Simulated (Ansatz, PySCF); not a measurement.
S8. Atoms are numbered in the order given.

```xyz
8

S      0.0865    -1.8666     1.7174
S     -1.0467    -1.6263     0.0000
S      0.0865    -1.8666    -1.7174
S      0.9831     0.0595    -2.0799
S     -0.5672     1.4088    -1.7353
S      0.0420     2.4229     0.0000
S     -0.5672     1.4088     1.7353
S      0.9831     0.0595     2.0799
```
Charge 0, spin multiplicity 1.

Geometry optimised at B3LYP-D3(BJ)/def2-SVP.

Vertical ionisation energy (IE) and electron affinity (EA) in eV. Rows of orbital energies are one-electron estimates. Where ΔSCF, EOM or ADC give a negative EA the extra electron is unbound and the value depends on the basis.

```json
[
 {"level": "−ε(HOMO), −ε(LUMO), HF/def2-TZVP (PySCF)", "IE": "9.27", "EA": "-1.29"},
 {"level": "−ε(HOMO), −ε(LUMO), PBE/def2-TZVP (PySCF)", "IE": "5.54", "EA": "3.27"},
 {"level": "ΔSCF, PBE0/def2-SVPD (Ansatz), final states of multiplicity 2 and 2", "IE": "8.37", "EA": "1.19"},
 {"level": "ΔSCF, PBE/def2-SVPD (Ansatz), final states of multiplicity 2 and 2", "IE": "7.94", "EA": "1.36"}
]
```

### Question
What vertical singlet–triplet gap does ΔSCF give with PBE0/def2-SVPD (Ansatz, a first-principles code) and with PBE/def2-SVPD (Ansatz)? (The exact figures need the calculation; the answer reports its results.)

### Answer
2.64 and 2.10 eV (triplet above singlet where positive).
